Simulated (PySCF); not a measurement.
Atom-mapped SMILES (the numbers label the heavy atoms): `[CH2:1]=[CH:2][C@@H:3]1[CH2:4][C@@H:5]2[CH2:6][CH2:7][CH2:8][C@H:9]1[CH2:10]2` (H(Xn): hydrogen on atom n). Ha(C4), Ha(C10) are cis to C2 on the ring; Ha(C1) is cis to C3; Ha(C6), Ha(C7), Ha(C8) are cis to C3 on the ring; Hb(C4), Hb(C10) are trans to C2 on the ring; Hb(C1) is trans to C3; Hb(C6), Hb(C7), Hb(C8) are trans to C3 on the ring.

[PySCF: coordinates at the PBE0-D3(BJ)/def2-SVP level; NMR shieldings at B97-2/pcSseg-1/GIAO; non-relativistic Hamiltonian; a single conformation; isolated molecule]

References, each an isolated molecule treated in the same way: TMS for 13C (σ = 183.69 ppm) and 1H (σ = 31.38 ppm).

| atoms | nucleus | count | δ (ppm) |
| --- | --- | --- | --- |
| C10 | 13C | 1 | 41.7 |
| Ha(C6) | 1H | 1 | 1.30 |
| C8 | 13C | 1 | ? |
| H(C9) | 1H | 1 | 1.78 |
| C6 | 13C | 1 | ? |
| Ha(C4) | 1H | 1 | 1.62 |
| Hb(C7) | 1H | 1 | ? |
| C1 | 13C | 1 | 117.0 |
| Hb(C6) | 1H | 1 | 1.34 |
| Hb(C10) | 1H | 1 | 1.53 |
| Ha(C8) | 1H | 1 | ? |
| Ha(C10) | 1H | 1 | 1.23 |
| Hb(C8) | 1H | 1 | 1.21 |
| Ha(C1) | 1H | 1 | 5.39 |
| Hb(C1) | 1H | 1 | 5.39 |
| C3 | 13C | 1 | ? |
| C4 | 13C | 1 | ? |
| Hb(C4) | 1H | 1 | ? |
| C7 | 13C | 1 | ? |
| H(C3) | 1H | 1 | 2.58 |
| Ha(C7) | 1H | 1 | 1.52 |
| C2 | 13C | 1 | 144.4 |
| H(C2) | 1H | 1 | 6.17 |
| C5 | 13C | 1 | 37.0 |
| C9 | 13C | 1 | 41.5 |
| H(C5) | 1H | 1 | 1.95 |

Task: Estimate the values marked ?.

Result: 
- C3: 47.0 ppm, allylic sp3 CH; saturated and bonded to C and H only
- C6: 35.1 ppm, sp3 CH2 in a ring; a saturated carbon with 2 carbon neighbours and no heteroatom attached
- C8: 30.8 ppm, sp3 CH2 in a ring; saturated and bonded to C and H only
- C4: 30.3 ppm, sp3 CH2 in a ring; saturated and bonded to C and H only
- C7: 21.0 ppm, sp3 CH2 in a ring; aliphatic region, no heteroatom directly attached
- Hb(C4): 1.65 ppm, hydrogen on an sp3 CH2 in a ring
- Ha(C8): 1.43 ppm, hydrogen on an sp3 CH2 in a ring; far from electronegative atoms and π systems
- Hb(C7): 1.09 ppm, hydrogen on an sp3 CH2 in a ring; far from electronegative atoms and π systems

Shifts are as computed. Against solution values, carbons near 30 ppm lie about +1 ppm off and those near 130 ppm about +2 ppm. Of 1211 compounds with measured shifts, 218 miss one by over three times the rms of a fit or turn the order of signals round; such compounds aren't used in these exercises.
